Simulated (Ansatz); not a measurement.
```yaml
crystal:
  periodic: [false, false, false]
  atoms:
    - {symbol: Al, position_ang: [-1.146371, 0.403611, -0.739522]}
    - {symbol: In, position_ang: [0.827655, -0.106657, 0.965851]}
    - {symbol: Cl, position_ang: [2.299276, -1.543499, -0.228597]}
    - {symbol: H, position_ang: [-2.407536, -0.557214, -0.800406]}
    - {symbol: H, position_ang: [-1.031130, 1.630586, -1.738925]}
    - {symbol: Xx, position_ang: [1.458105, 0.173172, 2.541599]}
basis:
  gaussian: {orbitals: ANO-RCC-VTZP}
total_charge: -1
magnetization: {spin_polarized: true, initial_magnetization: 1}
hamiltonian: {xc: {name: r2SCANh}, dispersion: d3bj}
scf: {lower_state_search: full}
output: {forces: true}
```

```sh
$ ansatz run in.yaml --threads 2 --pin off --events-out ev --progress --plain --max-ram 4352MiB
```

Question: How does Ansatz answer? (Estimate.)

Answer: Computed: The program refused the input.
```
Error: YAML parse error: error: line 9 column 16: `Xx` is not an element symbol (H … Og, case-exact)
 7 |     - {symbol: H, position_ang: [-2.407536, -0.557214, -0.800406]}
 8 |     - {symbol: H, position_ang: [-1.031130, 1.630586, -1.738925]}
 9 |     - {symbol: Xx, position_ang: [1.458105, 0.173172, 2.541599]}
10 | basis:
11 |   gaussian: {orbitals: ANO-RCC-VTZP}
```
